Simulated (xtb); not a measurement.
F6Nb (SMILES [F][Nb-]([F])([F])([F])([F])[F]), charge -1, singlet, geometry from GFN2-xTB (such geometries of metal compounds can be far from the true shape); GFN2-xTB (xtb).

Input for xtb:
```
$ xtb mol.xyz --gfn 2 --chrg -1 --acc 1000 --json

# file mol.xyz
7

Nb     0.00000000     0.00000000    -0.00000000
F      1.11527446    -0.47737769    -1.40718583
F     -1.11527446     0.47737769     1.40718583
F     -1.17152260     0.79987238    -1.19984896
F     -0.91410953    -1.60754884    -0.17913416
F      0.91410953     1.60754884     0.17913416
F      1.17152260    -0.79987238     1.19984896
```

It wrote (shortened):

```
   ID    Z sym.   atoms
    1   41 Nb     1
    2    9 F      2-7

           -------------------------------------------------
          |                Calculation Setup                |
           -------------------------------------------------

           -------------------------------------------------
          |                 G F N 2 - x T B                 |
           -------------------------------------------------

          ...................................................
          :                      SETUP                      :
          :.................................................:
          :  # basis functions                  34          :
          :  # atomic orbitals                  33          :
          :  # shells                           15          :
          :  # electrons                        48          :
          :  max. iterations                   250          :
          :  Hamiltonian                  GFN2-xTB          :
          :  restarted?                      false          :
          :  GBSA solvation                  false          :
          :  PC potential                    false          :
          :  electronic temp.          300.0000000     K    :
          :  accuracy                 1000.0000000          :
          :  -> integral cutoff          0.2000000E+02      :
          :  -> integral neglect         0.1000000E-04      :
          :  -> SCF convergence          0.1000000E-02 Eh   :
          :  -> wf. convergence          0.1000000E+00 e    :
          :  Broyden damping             0.4000000          :
          :  net charge                         -1          :
          :  unpaired electrons                  0          :
          ...................................................

 iter      E             dE          RMSdq      gap      omega  full diag
   1     -9.4373850 -0.943739E+01  0.312E+01    1.64       0.0  T
   2    -20.4721583 -0.110348E+02  0.262E+01   37.50       1.0  T
   3    -25.4999432 -0.502778E+01  0.178E+01   16.26       1.0  T
   4    -26.7083302 -0.120839E+01  0.159E+01   13.49       1.0  T
   5    -20.4278578  0.628047E+01  0.237E+01   39.17       1.0  T
   6    -23.8769937 -0.344914E+01  0.225E+01    2.08       1.0  T
   7    -24.9365561 -0.105956E+01  0.203E+01    2.19       1.0  T
   8    -29.0026360 -0.406608E+01  0.849E+00    9.41       1.0  T
   9    -27.2064784  0.179616E+01  0.152E+01    2.51       1.0  T
  10    -30.7210438 -0.351457E+01  0.332E+00    3.99       1.0  T
  11    -30.9071480 -0.186104E+00  0.840E-01    4.60       1.0  T
  12    -30.8830771  0.240709E-01  0.133E+00    4.41       1.0  T
  13    -30.9079262 -0.248491E-01  0.431E-01    4.60       1.0  T
  14    -30.9098788 -0.195260E-02  0.265E-01    4.63       1.0  T
  15    -30.9107487 -0.869963E-03  0.310E-01    4.77       1.0  T
  16    -30.9095883  0.116043E-02  0.428E-01    4.80       1.0  T
  17    -30.9083590  0.122929E-02  0.510E-01    4.82       1.0  T
  18    -30.9097779 -0.141888E-02  0.377E-01    4.79       1.0  T
  19    -30.9113790 -0.160114E-02  0.150E-01    4.74       1.0  T
  20    -30.9116952 -0.316152E-03  0.300E-02    4.72       1.3  T

   *** convergence criteria satisfied after 20 iterations ***

         :::::::::::::::::::::::::::::::::::::::::::::::::::::
         ::                     SUMMARY                     ::
         :::::::::::::::::::::::::::::::::::::::::::::::::::::
         :: total energy             -30.884895426649 Eh    ::
         :: gradient norm              0.000156181350 Eh/a0 ::
         :: HOMO-LUMO gap              4.717476017538 eV    ::
         ::.................................................::
         :: SCC energy               -30.911693731557 Eh    ::
         :: -> isotropic ES            0.195991671360 Eh    ::
         :: -> anisotropic ES         -0.004585467435 Eh    ::
         :: -> anisotropic XC         -0.001203887698 Eh    ::
         :: -> dispersion             -0.003992316063 Eh    ::
         :: repulsion energy           0.026798304908 Eh    ::
         :: add. restraining           0.000000000000 Eh    ::
         :: total charge              -1.000000000000 e     ::
         :::::::::::::::::::::::::::::::::::::::::::::::::::::

           -------------------------------------------------
          |                Property Printout                |
           -------------------------------------------------

    * Orbital Energies and Occupations

         #    Occupation            Energy/Eh            Energy/eV
      -------------------------------------------------------------
         1        2.0000           -0.7696777             -20.9440
       ...           ...                  ...                  ...
        12        2.0000           -0.3515717              -9.5668
        13        2.0000           -0.3515715              -9.5667
        14        2.0000           -0.3458346              -9.4106
        15        2.0000           -0.3458330              -9.4106
        16        2.0000           -0.3380606              -9.1991
        17        2.0000           -0.3380596              -9.1991
        18        2.0000           -0.3380590              -9.1991
        19        2.0000           -0.3359152              -9.1407
        20        2.0000           -0.3359145              -9.1407
        21        2.0000           -0.3359124              -9.1406
        22        2.0000           -0.3350511              -9.1172
        23        2.0000           -0.3350496              -9.1172
        24        2.0000           -0.3350493              -9.1172 (HOMO)
        25                         -0.1616852              -4.3997 (LUMO)
        26                         -0.1616851              -4.3997
        27                         -0.1616844              -4.3997
        28                          0.3351109               9.1188
        29                          0.3351117               9.1189
        30                          0.4780189              13.0076
        31                          0.6281602              17.0931
        32                          0.6281624              17.0932
        33                          0.6281644              17.0932
      -------------------------------------------------------------
                  HL-Gap            0.1733641 Eh            4.7175 eV
             Fermi-level           -0.2483672 Eh           -6.7584 eV

     #   Z          covCN         q      C6AA      α(0)
     1  41 Nb       4.024     0.738   161.949    19.753
     2   9 F        0.671    -0.290    12.224     4.127
     3   9 F        0.671    -0.290    12.224     4.127
     4   9 F        0.671    -0.290    12.224     4.127
     5   9 F        0.671    -0.290    12.224     4.127
     6   9 F        0.671    -0.290    12.224     4.127
     7   9 F        0.671    -0.290    12.224     4.127

 Mol. C6AA /au·bohr⁶  :       1121.980845
 Mol. C8AA /au·bohr⁸  :      53150.879143
 Mol. α(0) /au        :         44.516725

Wiberg/Mayer (AO) data.
largest (>0.10) Wiberg bond orders for each atom

 ---------------------------------------------------------------------------
     #   Z sym  total        # sym  WBO       # sym  WBO       # sym  WBO
 ---------------------------------------------------------------------------
     1  41 Nb   6.196 --     2 F    1.033     3 F    1.033     7 F    1.033
                             4 F    1.033     6 F    1.033     5 F    1.033
     2   9 F    1.224 --     1 Nb   1.033
     3   9 F    1.224 --     1 Nb   1.033
     4   9 F    1.224 --     1 Nb   1.033
     5   9 F    1.224 --     1 Nb   1.033
     6   9 F    1.224 --     1 Nb   1.033
     7   9 F    1.224 --     1 Nb   1.033
 ---------------------------------------------------------------------------

Topologies differ in total number of bonds
Writing topology from bond orders to xtbtopo.mol

molecular dipole:
                 x           y           z       tot (Debye)
 q only:        0.000       0.000      -0.000
   full:        0.000       0.000      -0.000       0.000
molecular quadrupole (traceless):
                xx          xy          yy          xz          yz          zz
 q only:       -0.000       0.000       0.000       0.000      -0.000      -0.000
  q+dip:       -0.000       0.000       0.000      -0.000      -0.000      -0.000
   full:       -0.000      -0.000       0.000      -0.000      -0.000      -0.000

           -------------------------------------------------
          | TOTAL ENERGY              -30.884895426649 Eh   |
          | GRADIENT NORM               0.000156181350 Eh/α |
          | HOMO-LUMO GAP               4.717476017538 eV   |
           -------------------------------------------------

normal termination of xtb
```
